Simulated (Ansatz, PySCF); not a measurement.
Reaction (SMILES): [OH][Al][OH] -> [OH][Al][OH] as singlet, charge -1 (an electron is taken up)
Structures are relaxed separately at B3LYP-D3(BJ)/def2-TZVP in Ansatz (a program for electronic structure), one conformer each, not searched for the lowest. Unstable Hartree-Fock reference: [OH][Al][OH] as singlet, charge -1. A spin state is the lowest found, not a proven ground state.

Wanted: adiabatic electron affinity (0 K, with B3LYP-D3(BJ) harmonic zero-point energies from PySCF), positive where the reaction releases energy, in eV. Correlated levels leave the core frozen unless marked. UHF or UKS for open shells. No spin-orbit coupling. Non-relativistic unless marked X2C. Anions need diffuse functions: aug- sets have them; def2-D sets add few; the other sets have none. Basis-set limits of correlation are two-point, X^-3; Hartree-Fock from the larger set. [CCSD(T)-MP2]/basis is that difference in the basis named.

```tsv
level	program	adiabatic electron affinity (eV)	minus last row
HF/6-31G*	Ansatz	0.00	-1.45
HF/cc-pV(D+d)Z	Ansatz	-0.09	-1.54
HF/def2-TZVPD	PySCF	0.16	-1.29
HF/cc-pV(Q+d)Z	Ansatz	0.05	-1.40
HF-D3(BJ)/def2-TZVPD	PySCF + dftd3	0.18	-1.27
r2SCAN/def2-TZVPD	Ansatz	1.20	-0.25
r2SCAN-D3(BJ)/def2-TZVPD	Ansatz + dftd3	1.20	-0.25
B97M-V/def2-TZVPD	Ansatz	1.51	0.06
PBE0/def2-TZVP	Ansatz	1.08	-0.37
BHLYP-D3(BJ)/def2-TZVPD	Ansatz + dftd3	1.20	-0.25
r2SCANh/def2-TZVPD	Ansatz	1.18	-0.27
HSE06-D4/def2-TZVPD	Ansatz + dftd4	1.30	-0.15
wB97M-V/def2-TZVPD	Ansatz	1.49	0.04
B2GP-PLYP-D4/def2-TZVPD	Ansatz + dftd4	1.29	-0.16
B2GP-PLYP/def2-TZVPD	Ansatz	1.29	-0.16
RPA@PBE/cc-pV(Q+d)Z	Ansatz	1.58	0.13
MP2/aug-cc-pV(D+d)Z	Ansatz	1.22	-0.23
CCSD/cc-pV(T+d)Z	Ansatz	1.03	-0.42
CCSD(T)/aug-cc-pV(T+d)Z	Ansatz	1.41	-0.04
X2C-CCSD(T)/cc-pVTZ-DK	Ansatz	1.15	-0.30
RI-MP2/CBS(aug-cc-pV(T+d)Z,aug-cc-pV(Q+d)Z)+[CCSD(T)-MP2]/aug-cc-pV(T+d)Z	Ansatz	1.45	0.00
```
